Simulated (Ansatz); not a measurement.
Mulliken charges of `F[SiH]([SiH3])P` from PBE/def2-TZVPP in Ansatz (PBE0-D4/def2-TZVP geometry).

```tsv
atom	x (Å)	y (Å)	z (Å)	charge (e)
F1	-1.926	1.329	-0.235	-0.280
Si2	-0.365	0.938	-0.239	0.459
Si3	0.020	-0.657	1.430	0.064
P4	0.170	0.229	-2.308	-0.159
H5	0.412	2.184	0.001	-0.079
H6	1.475	-0.970	1.436	-0.039
H7	-0.377	-0.170	2.778	-0.038
H8	-0.737	-1.897	1.113	-0.036
H9	-0.125	-1.136	-2.044	0.053
H10	1.535	0.098	-1.930	0.053
```

**Question.** By hand: the dipole of these point charges (1 e Å = 4.8032 D).

**Answer.** Σ q r = (0.372, -0.135, 0.002) e Å, of length 0.396 e Å = 1.90 D.

**Question.** How does the dipole of the full density compare? (Estimate.)

**Answer.** Ansatz gave: (0.260, -0.148, 0.070) e Å, 1.48 D; the point charges give 1.28 times that, at 16° from its direction.

Point charges leave out the atoms' own dipoles, such as those of lone pairs, and Mulliken's split depends on the basis, so the two needn't agree.
